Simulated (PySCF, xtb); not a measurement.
Al(F)(Me)(NHMe) (C2H7AlFN), SMILES C[NH][Al]([CH3])[F].

xtb with GFN2-xTB at its own geometry gives an orbital gap of 3.65 eV and a dipole moment of 2.54 D.

Coordinates come from a B3LYP-D3(BJ)/def2-SVP optimisation. The values are those of a single conformer.

Question: What does PBE/def2-TZVP in PySCF give? (An estimate is asked for; the answer gives what the named calculation found.)

Answer: gap 4.72 eV (levels -5.50 and -0.79 eV), dipole 2.04 D.
